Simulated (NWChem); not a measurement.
System: CH₄ClFSi; SMILES C[Si@@H](F)Cl

Output (shortened):

```
             Northwest Computational Chemistry Package (NWChem) 7.3.0
             --------------------------------------------------------

 C1  symmetry detected

                             Geometry "geometry" -> ""
                             -------------------------

 Output coordinates in angstroms (scale by  1.889725989 to convert to a.u.)

  No.       Tag          Charge          X              Y              Z
 ---- ---------------- ---------- -------------- -------------- --------------
    1 C                    6.0000    -1.43954946    -1.26267833    -0.27790205
    2 Si                  14.0000     0.06697482    -0.40024942     0.39451520
    3 F                    9.0000     1.40756297    -1.04137232    -0.29029641
    4 Cl                  17.0000     0.00388090     1.61070577    -0.10971240
    5 H                    1.0000    -1.48890277    -1.15064633    -1.37936495
    6 H                    1.0000    -1.41117905    -2.34407548    -0.03370368
    7 H                    1.0000    -2.36136527    -0.82796862     0.15803725
    8 H                    1.0000     0.22705421    -0.50739492     1.87700934

 Effective nuclear repulsion energy (a.u.)     220.7894756354

  pbe96 is a nonlocal functional; adding pw91lda local functional.

                                 NWChem DFT Module
                                 -----------------

 Summary of "ao basis" -> "ao basis" (spherical)
 ------------------------------------------------------------------------------
       Tag                 Description            Shells   Functions and Types
 ---------------- ------------------------------  ------  ---------------------
 C                          def2-svp                 6       14   3s2p1d
 Si                         def2-svp                 8       18   4s3p1d
 F                          def2-svp                 6       14   3s2p1d
 Cl                         def2-svp                 8       18   4s3p1d
 H                          def2-svp                 3        5   2s1p

            General Information
            -------------------
          SCF calculation type: DFT
          Wavefunction type:  closed shell.
          No. of atoms     :     8
          No. of electrons :    50
           Alpha electrons :    25
            Beta electrons :    25
          Charge           :     0
          Spin multiplicity:     1
          Use of symmetry is: off; symmetry adaption is: off
          Maximum number of iterations: 150
          AO basis - number of functions:    84
                     number of shells:    40
          Convergence on energy requested:  1.00D-06
          Convergence on density requested:  1.00D-05
          Convergence on gradient requested:  5.00D-04

              XC Information
              --------------
                     Hartree-Fock (Exact) Exchange  1.000
                     LC-wPBE(h)Exchange Functional  0.800
            Perdew 1991 LDA Correlation Functional  1.000 local
           PerdewBurkeErnz. Correlation Functional  1.000 non-local

           Range-Separation Parameters
           ---------------------------
           Alpha           :  0.20
           Beta            :  0.80
           Gamma           :  0.20
           Short-Range HF  :     F

             Grid Information
             ----------------
          Grid used for XC integration:  medium
          Radial quadrature: Mura-Knowles
          Angular quadrature: Lebedev.
          Tag              B.-S. Rad. Rad. Pts. Rad. Cut. Ang. Pts.
          ---              ---------- --------- --------- ---------
          C                   0.70       49           9.0       434
          Si                  1.10       88           8.0       590
          F                   0.50       49          10.0       434
          Cl                  1.00       88          11.0       590
          H                   0.35       45          10.0       434
          Grid pruning is: on
          Number of quadrature shells:   454
          Spatial weights used:  Erf1

      Superposition of Atomic Density Guess
      -------------------------------------

 Sum of atomic energies:        -886.97650146

      Non-variational initial energy
      ------------------------------

 Total energy =    -888.216897
 1-e energy   =   -1666.488778
 2-e energy   =     557.482405
 HOMO         =      -0.371401
 LUMO         =       0.090403

   convergence    iter        energy       DeltaE   RMS-Dens  Diis-err
 ---------------- ----- ----------------- --------- --------- ---------
 d= 0,ls=0.0,diis     1   -889.3668914431 -1.11D+03  1.17D-02  5.99D-01
 d= 0,ls=0.0,diis     2   -889.3885984042 -2.17D-02  4.93D-03  5.39D-01
 d= 0,ls=0.0,diis     3   -889.4337766932 -4.52D-02  9.67D-04  1.39D-02
 d= 0,ls=0.0,diis     4   -889.4348323832 -1.06D-03  3.21D-04  1.21D-03
 d= 0,ls=0.0,diis     5   -889.4349778598 -1.45D-04  5.78D-05  1.32D-05
  Resetting Diis
 d= 0,ls=0.0,diis     6   -889.4349804007 -2.54D-06  1.57D-05  9.21D-07
 d= 0,ls=0.0,diis     7   -889.4349805749 -1.74D-07  3.92D-06  5.82D-08

         Total DFT energy =     -889.434980574869
      One electron energy =    -1668.998220976740
           Coulomb energy =      624.973453253666
    Exchange-Corr. energy =      -66.199688487223
 Nuclear repulsion energy =      220.789475635428

 Numeric. integr. density =       50.000003250162

                       DFT Final Molecular Orbital Analysis
                       ------------------------------------

 Vector   23  Occ=2.000000D+00  E=-4.418183D-01
              MO Center= -2.0D-01,  2.8D-03,  7.0D-03, r^2= 3.7D+00
   Bfn.  Coefficient  Atom+Function         Bfn.  Coefficient  Atom+Function
  ----- ------------  ---------------      ----- ------------  ---------------
    59      0.314705  4 Cl pz                 4     -0.241514  1 C  px
    56      0.236435  4 Cl pz                57      0.204307  4 Cl px
    36      0.180323  3 F  px                38      0.175413  3 F  pz
    54      0.151691  4 Cl px                80      0.147382  8 H  s
     6     -0.139360  1 C  pz                22      0.137934  2 Si px

 Vector   24  Occ=2.000000D+00  E=-4.134188D-01
              MO Center=  2.7D-02,  1.4D+00, -7.2D-02, r^2= 1.8D+00
   Bfn.  Coefficient  Atom+Function         Bfn.  Coefficient  Atom+Function
  ----- ------------  ---------------      ----- ------------  ---------------
    57      0.511734  4 Cl px                54      0.378370  4 Cl px
    59     -0.344854  4 Cl pz                56     -0.257085  4 Cl pz
    51      0.220463  4 Cl px                53     -0.149595  4 Cl pz
    37      0.118158  3 F  py                40     -0.083418  3 F  py
    25      0.066314  2 Si px                81      0.064928  8 H  s

 Vector   25  Occ=2.000000D+00  E=-3.950648D-01
              MO Center= -2.1D-01,  5.4D-01,  1.7D-01, r^2= 3.5D+00
   Bfn.  Coefficient  Atom+Function         Bfn.  Coefficient  Atom+Function
  ----- ------------  ---------------      ----- ------------  ---------------
    59      0.399894  4 Cl pz                56      0.293235  4 Cl pz
    57      0.285645  4 Cl px                80     -0.214610  8 H  s
    54      0.209727  4 Cl px                 4      0.192055  1 C  px
    81     -0.179592  8 H  s                  3      0.175316  1 C  s
    53      0.170284  4 Cl pz                 7      0.143292  1 C  px

 Vector   26  Occ=0.000000D+00  E= 1.015227D-01
              MO Center= -1.5D-01, -3.6D-01,  5.6D-01, r^2= 3.3D+00
   Bfn.  Coefficient  Atom+Function         Bfn.  Coefficient  Atom+Function
  ----- ------------  ---------------      ----- ------------  ---------------
    25      0.869121  2 Si px                26     -0.657131  2 Si py
    35     -0.418220  3 F  s                 50      0.363228  4 Cl s
    18     -0.337415  2 Si s                  3      0.320537  1 C  s
    27     -0.315883  2 Si pz                81      0.278296  8 H  s
    58     -0.247400  4 Cl py                22      0.213854  2 Si px

 Vector   27  Occ=0.000000D+00  E= 1.129873D-01
              MO Center=  1.3D-01, -1.1D-01,  3.1D-01, r^2= 3.7D+00
   Bfn.  Coefficient  Atom+Function         Bfn.  Coefficient  Atom+Function
  ----- ------------  ---------------      ----- ------------  ---------------
     3      0.897059  1 C  s                 26      0.820321  2 Si py
    25      0.621566  2 Si px                66     -0.513350  5 H  s
    17      0.510170  2 Si s                 58      0.508178  4 Cl py
    50     -0.430459  4 Cl s                 23      0.279906  2 Si py
    16      0.216202  2 Si s                 49     -0.211618  4 Cl s

 Vector   28  Occ=0.000000D+00  E= 1.222820D-01
              MO Center= -1.2D+00, -1.2D+00, -2.6D-01, r^2= 5.3D+00
   Bfn.  Coefficient  Atom+Function         Bfn.  Coefficient  Atom+Function
  ----- ------------  ---------------      ----- ------------  ---------------
     3      2.522916  1 C  s                 18     -1.170553  2 Si s
    71     -0.984229  6 H  s                 76     -0.925442  7 H  s
    66     -0.796741  5 H  s                 81      0.297830  8 H  s
    25      0.291378  2 Si px                27      0.259900  2 Si pz
    58     -0.248830  4 Cl py                35      0.218125  3 F  s

     Multipole analysis of the density
     ---------------------------------

     L   x y z        total         alpha         beta         nuclear
     -   - - -        -----         -----         ----         -------
     0   0 0 0     -0.000000    -25.000000    -25.000000     50.000000

     1   1 0 0     -0.725241     -0.362620     -0.362620      0.000000
     1   0 1 0     -0.474071     -0.237035     -0.237035     -0.000000
     1   0 0 1      0.221883      0.110942      0.110942     -0.000000

[...]
```

Level: LRC-wPBEh/def2-SVP, vertical spin-unrestricted ions. All runs use the structure optimised with PBE-D3(BJ)/def2-SVP.

Task: Reconstruct the input file.

Result: Several could match; the one computed here: the input that was run:
```
start job
memory heap 200 mb stack 900 mb global 1100 mb
geometry units angstroms noautoz
  C     -1.352899    -1.369824    -0.270048
  Si     0.098997    -0.402503     0.379438
  F      1.470177    -0.943517    -0.330739
  Cl    -0.117807     1.599858    -0.116257
  H     -1.429439    -1.258995    -1.370078
  H     -1.242326    -2.446936    -0.030338
  H     -2.295918    -1.003851     0.183316
  H      0.292261    -0.501382     1.858548
end
basis spherical
  * library def2-svp
end
dft
  xc xwpbe 0.80 cpbe96 1.0 hfexch 1.00
  cam 0.2 cam_alpha 0.2 cam_beta 0.8
  iterations 150
  vectors input atomic output neutral.movecs
end
task dft energy
charge 1
dft
  odft
  mult 2
  vectors input atomic output cation.movecs
end
task dft energy
```
